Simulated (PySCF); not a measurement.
CH5MgNO, singlet, geometry from GFN2-xTB (such geometries of metal compounds can be far from the true shape); PBE/6-31G, polarisability by finite fields run with PySCF.

PySCF was given this input:
```python
from pyscf import gto, scf, dft

mol = gto.Mole()
mol.atom = '''
    Mg    0.91986293    0.11420625    0.09575925
    O    -0.39551637   -0.26933166   -0.92112658
    C    -1.71280254   -0.49502796   -1.27611905
    H    -2.33890647    0.38407749   -1.07390941
    H    -1.75929014   -0.71125236   -2.35152557
    H    -2.13157079   -1.35229538   -0.73283989
    N     1.06622982    0.58732091    1.92059707
    H     0.61890244   -0.12127200    2.49420422
    H     0.54984709    1.44384201    2.09650707
'''
mol.basis = '6-31g'
mol.verbose = 4
mol.build()

mf = dft.RKS(mol)
mf.xc = 'pbe'
mf.conv_tol = 1e-11
mf.kernel()
h0, z, done = mf.get_hcore(), mol.intor('int1e_r')[2], []
def energy(F):
    f = mf.copy()
    f.scf_summary = {}
    f.get_hcore = lambda *a: h0 + F * z
    e = f.kernel(mf.make_rdm1())
    done.append(f.converged)
    return e
F = 0.05
alpha = -(energy(F) + energy(-F) - 2 * mf.e_tot) / F**2
print('alpha_zz =', alpha)
```

### Question
What does PySCF print? Leave out banner, timings and long lists.

### Answer

```
PySCF version 2.14.0

[INPUT] verbose = 4
[INPUT] num. atoms = 9
[INPUT] num. electrons = 38
[INPUT] charge = 0
[INPUT] spin (= nelec alpha-beta = 2S) = 0
[INPUT] symmetry False subgroup None
[INPUT] Mole.unit = angstrom
[INPUT] Symbol           X                Y                Z      unit          X                Y                Z       unit  Magmom
[...]
nuclear repulsion = 139.012854856884
number of shells = 32
number of NR pGTOs = 132
number of NR cGTOs = 50
basis = 6-31g
ecp = {}

******** <class 'pyscf.dft.rks.RKS'> ********
method = RKS
initial guess = minao
damping factor = 0
level_shift factor = 0
DIIS = <class 'pyscf.scf.diis.CDIIS'>
diis_start_cycle = 1
diis_space = 8
diis_damp = 0
SCF conv_tol = 1e-11
SCF conv_tol_grad = None
SCF max_cycles = 50
direct_scf = True
direct_scf_tol = 1e-13
XC library pyscf.dft.libxc version 7.1.2
    S. Lehtola, C. Steigemann, M. J. T. Oliveira, and M. A. L. Marques,  SoftwareX 7, 1–5 (2018)
XC functionals = pbe
    J. P. Perdew, K. Burke, and M. Ernzerhof,  Phys. Rev. Lett. 77, 3865 (1996)
    J. P. Perdew, K. Burke, and M. Ernzerhof,  Phys. Rev. Lett. 78, 1396 (1997)
    J. P. Perdew, K. Burke, and M. Ernzerhof,  Phys. Rev. Lett. 77, 3865 (1996)
    J. P. Perdew, K. Burke, and M. Ernzerhof,  Phys. Rev. Lett. 78, 1396 (1997)
radial grids:
    Treutler-Ahlrichs [JCP 102, 346 (1995); DOI:10.1063/1.469408] (M4) radial grids

becke partition: Becke, JCP 88, 2547 (1988); DOI:10.1063/1.454033
pruning grids: <function nwchem_prune>
grids dens level: 3
symmetrized grids: False
atomic radii adjust function: <function treutler_atomic_radii_adjust>
small_rho_cutoff = 0
Set gradient conv threshold to 3.16228e-06
Initial guess from minao.
tot grids = 109728
init E= -370.927363325939
[...]
cycle= 1 E= -370.498889616091  delta_E= 0.428  |g|= 1.12  |ddm|= 2.65
[...]
cycle= 2 E= -366.826225080661  delta_E= 3.67  |g|= 3.27  |ddm|= 4.69
[...]
cycle= 3 E= -370.707618598549  delta_E= -3.88  |g|= 0.541  |ddm|= 4.31
[...]
cycle= 4 E= -370.729481067673  delta_E= -0.0219  |g|= 0.469  |ddm|= 0.856
[...]
cycle= 5 E= -370.779870164633  delta_E= -0.0504  |g|= 0.0502  |ddm|= 0.386
[...]
cycle= 6 E= -370.78061109561  delta_E= -0.000741  |g|= 0.00829  |ddm|= 0.0634
[...]
cycle= 7 E= -370.780626472555  delta_E= -1.54e-05  |g|= 0.00179  |ddm|= 0.0105
[...]
cycle= 8 E= -370.780627224932  delta_E= -7.52e-07  |g|= 0.000751  |ddm|= 0.0025
[...]
cycle= 9 E= -370.780627378142  delta_E= -1.53e-07  |g|= 0.000157  |ddm|= 0.00075
[...]
cycle= 10 E= -370.780627385946  delta_E= -7.8e-09  |g|= 1.05e-05  |ddm|= 0.00023
[...]
cycle= 11 E= -370.780627385987  delta_E= -4.1e-11  |g|= 1.74e-06  |ddm|= 1.82e-05
[...]
cycle= 12 E= -370.78062738599  delta_E= -2.73e-12  |g|= 9.93e-08  |ddm|= 2.22e-06
[...]
Extra cycle  E= -370.780627385989  delta_E= 6.82e-13  |g|= 1.47e-07  |ddm|= 3.19e-07
converged SCF energy = -370.780627385989

******** <class 'pyscf.dft.rks.RKS'> ********
method = RKS
initial guess = minao
damping factor = 0
level_shift factor = 0
DIIS = <class 'pyscf.scf.diis.CDIIS'>
diis_start_cycle = 1
diis_space = 8
diis_damp = 0
SCF conv_tol = 1e-11
SCF conv_tol_grad = None
SCF max_cycles = 50
direct_scf = True
direct_scf_tol = 1e-13
XC library pyscf.dft.libxc version 7.1.2
    S. Lehtola, C. Steigemann, M. J. T. Oliveira, and M. A. L. Marques,  SoftwareX 7, 1–5 (2018)
XC functionals = pbe
    J. P. Perdew, K. Burke, and M. Ernzerhof,  Phys. Rev. Lett. 77, 3865 (1996)
    J. P. Perdew, K. Burke, and M. Ernzerhof,  Phys. Rev. Lett. 78, 1396 (1997)
    J. P. Perdew, K. Burke, and M. Ernzerhof,  Phys. Rev. Lett. 77, 3865 (1996)
    J. P. Perdew, K. Burke, and M. Ernzerhof,  Phys. Rev. Lett. 78, 1396 (1997)
radial grids:
    Treutler-Ahlrichs [JCP 102, 346 (1995); DOI:10.1063/1.469408] (M4) radial grids

becke partition: Becke, JCP 88, 2547 (1988); DOI:10.1063/1.454033
pruning grids: <function nwchem_prune>
grids dens level: 3
symmetrized grids: False
atomic radii adjust function: <function treutler_atomic_radii_adjust>
[...]
[...]
cycle= 37 E= -370.41609574692  delta_E= 0.331  |g|= 0.715  |ddm|= 1.76
[...]
cycle= 38 E= -370.464008958815  delta_E= -0.0479  |g|= 0.701  |ddm|= 0.359
[...]
cycle= 39 E= -370.571901137453  delta_E= -0.108  |g|= 0.661  |ddm|= 0.583
[...]
cycle= 40 E= -370.668741769796  delta_E= -0.0968  |g|= 0.583  |ddm|= 0.514
[...]
cycle= 41 E= -370.431659786633  delta_E= 0.237  |g|= 0.719  |ddm|= 1.26
[...]
cycle= 42 E= -370.48591987623  delta_E= -0.0543  |g|= 0.715  |ddm|= 0.367
[...]
cycle= 43 E= -370.755818751141  delta_E= -0.27  |g|= 0.451  |ddm|= 1.39
[...]
cycle= 44 E= -370.703648170217  delta_E= 0.0522  |g|= 0.579  |ddm|=  2.7
[...]
cycle= 45 E= -370.768599631961  delta_E= -0.065  |g|= 0.381  |ddm|= 0.359
[...]
cycle= 46 E= -370.765712915538  delta_E= 0.00289  |g|= 0.425  |ddm|= 2.48
[...]
cycle= 47 E= -370.538537174425  delta_E= 0.227  |g|= 0.685  |ddm|= 1.18
[...]
cycle= 48 E= -370.474991740146  delta_E= 0.0635  |g|= 0.707  |ddm|= 0.331
[...]
cycle= 49 E= -370.497054481489  delta_E= -0.0221  |g|= 0.701  |ddm|= 0.118
[...]
cycle= 50 E= -370.474011669427  delta_E= 0.023  |g|= 0.707  |ddm|= 0.132
SCF not converged.
SCF energy = -370.474011669427

******** <class 'pyscf.dft.rks.RKS'> ********
method = RKS
initial guess = minao
damping factor = 0
level_shift factor = 0
DIIS = <class 'pyscf.scf.diis.CDIIS'>
diis_start_cycle = 1
diis_space = 8
diis_damp = 0
SCF conv_tol = 1e-11
SCF conv_tol_grad = None
SCF max_cycles = 50
direct_scf = True
direct_scf_tol = 1e-13
XC library pyscf.dft.libxc version 7.1.2
    S. Lehtola, C. Steigemann, M. J. T. Oliveira, and M. A. L. Marques,  SoftwareX 7, 1–5 (2018)
XC functionals = pbe
    J. P. Perdew, K. Burke, and M. Ernzerhof,  Phys. Rev. Lett. 77, 3865 (1996)
    J. P. Perdew, K. Burke, and M. Ernzerhof,  Phys. Rev. Lett. 78, 1396 (1997)
    J. P. Perdew, K. Burke, and M. Ernzerhof,  Phys. Rev. Lett. 77, 3865 (1996)
    J. P. Perdew, K. Burke, and M. Ernzerhof,  Phys. Rev. Lett. 78, 1396 (1997)
radial grids:
    Treutler-Ahlrichs [JCP 102, 346 (1995); DOI:10.1063/1.469408] (M4) radial grids

becke partition: Becke, JCP 88, 2547 (1988); DOI:10.1063/1.454033
pruning grids: <function nwchem_prune>
grids dens level: 3
symmetrized grids: False
atomic radii adjust function: <function treutler_atomic_radii_adjust>
small_rho_cutoff = 0
Set gradient conv threshold to 3.16228e-06
init E= -370.804320687103
[...]
cycle= 1 E= -369.92285436032  delta_E= 0.881  |g|= 1.36  |ddm|= 6.31
[...]
cycle= 2 E= -361.767549242431  delta_E= 8.16  |g|= 4.45  |ddm|= 8.73
[...]
cycle= 3 E= -370.373783071994  delta_E= -8.61  |g|= 1.46  |ddm|= 5.56
[...]
cycle= 4 E= -370.535218384912  delta_E= -0.161  |g|= 1.01  |ddm|= 1.36
[...]
cycle= 5 E= -370.775980914365  delta_E= -0.241  |g|= 0.493  |ddm|= 0.863
[...]
cycle= 6 E= -370.844137070857  delta_E= -0.0682  |g|= 0.25  |ddm|= 0.768
[...]
cycle= 7 E= -370.592180986471  delta_E= 0.252  |g|= 0.819  |ddm|= 3.52
[...]
cycle= 8 E= -370.75388809367  delta_E= -0.162  |g|= 0.542  |ddm|= 1.09
[...]
cycle= 9 E= -370.857837519074  delta_E= -0.104  |g|= 0.144  |ddm|= 1.48
[...]
cycle= 10 E= -370.857023542773  delta_E= 0.000814  |g|= 0.134  |ddm|= 0.148
[...]
cycle= 11 E= -370.863349317891  delta_E= -0.00633  |g|= 0.0535  |ddm|= 0.786
[...]
cycle= 12 E= -370.864601186867  delta_E= -0.00125  |g|= 0.0068  |ddm|= 0.258
[...]
cycle= 13 E= -370.864618277083  delta_E= -1.71e-05  |g|= 0.000407  |ddm|= 0.0265
[...]
cycle= 14 E= -370.864618365174  delta_E= -8.81e-08  |g|= 5.99e-05  |ddm|= 0.0024
[...]
cycle= 15 E= -370.864618364999  delta_E= 1.75e-10  |g|= 6.48e-05  |ddm|= 0.000544
[...]
cycle= 16 E= -370.864618366723  delta_E= -1.72e-09  |g|= 5.1e-06  |ddm|= 0.000254
[...]
cycle= 17 E= -370.864618366736  delta_E= -1.22e-11  |g|= 1.84e-06  |ddm|= 1.38e-05
[...]
cycle= 18 E= -370.864618366735  delta_E= 2.27e-13  |g|= 6.65e-07  |ddm|= 4.37e-06
[...]
Extra cycle  E= -370.864618366714  delta_E= 2.14e-11  |g|= 7.88e-06  |ddm|= 3.1e-05
converged SCF energy = -370.864618366714
alpha_zz = -89.04989433490299
```

The run did not converge; its last values are not results.
